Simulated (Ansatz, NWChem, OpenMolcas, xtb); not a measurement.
Ligand exchange: HOI + KOH → H2O2 + KI

Species: HOI (hypoiodous acid) `OI`, singlet; KOH `[OH][K]`, singlet; H2O2 (hydrogen peroxide) `OO`, singlet; KI (Potassium Iodide), singlet. The partners trade I for OH: O–I and K–OH bonds give way to O–OH and K–I.

Shapes, held fixed at every level: PBE0-D4/def2-TZVP; KI at the measured bond length. Flexible molecules stand in one conformer, not always the lowest. Programs: Ansatz 0.2.0, NWChem 7.3.0, OpenMolcas 26.06, xtb 6.7.1. Electronic energies: no zero-point or thermal term.

| level | kind | ΔE (kJ/mol) |
| --- | --- | --- |
| GFN0-xTB | semi-empirical | -12.1 |
| BLYP/STO-3G | GGA | -306.6 |
| revPBE/STO-3G | GGA | -332.1 |
| PBE0/STO-3G | global hybrid | -373.4 |
| HSE06/STO-3G | range-separated hybrid | -372.8 |
| MP2/STO-3G | perturbation theory | -417.9 |
| BCCD(T)/STO-3G | coupled cluster or CI | -416.2 |
| FCI/STO-3G | exact in the basis | -417.5 |
| PBE0/def2-SVP | global hybrid | -59.0 |

PBE0/def2-SVP gives ΔE = -59.0 kJ/mol; the levels span -417.9 to -12.1. The median of the levels is -372.8. No measured value is set beside it here. For atoms past krypton def2 sets carry core potentials with scalar relativity. All-electron rows are non-relativistic unless named. Outer-core shells of I, K are correlated, in sets that cover them unevenly. PBE0/def2-SVP lies outside the range of all other levels here, so it shouldn't be taken on trust. Rows in sets without polarisation functions are far from converged.
